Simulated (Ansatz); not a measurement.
FHSe (SMILES F[SeH]) moved off its minimum; all values from Ansatz (a program for electronic structure), cores frozen in correlated methods.
(charge 0, multiplicity 1)
```xyz
3

Se    -0.11405    -0.22049     0.27550
H     -0.87661    -0.94354    -0.70897
F      0.52056     0.94595    -0.90128
```

Forces at HF/def2-TZVPP (eV/Å):

| atom | Fx | Fy | Fz |
|---|---|---|---|
| Se1 | 0.730 | 1.167 | -0.740 |
| H2 | -0.195 | -0.185 | -0.252 |
| F3 | -0.535 | -0.983 | 0.991 |

Q: Give the forces (eV/Å), the total energy and the dipole at CCSD(T)/aug-cc-pVTZ.

A: 
```csv
atom,Fx,Fy,Fz
Se1,0.499,0.546,0.385
H2,-0.420,-0.400,-0.537
F3,-0.079,-0.146,0.152
```
Energy -2500.3715 hartree, dipole 1.86 D.
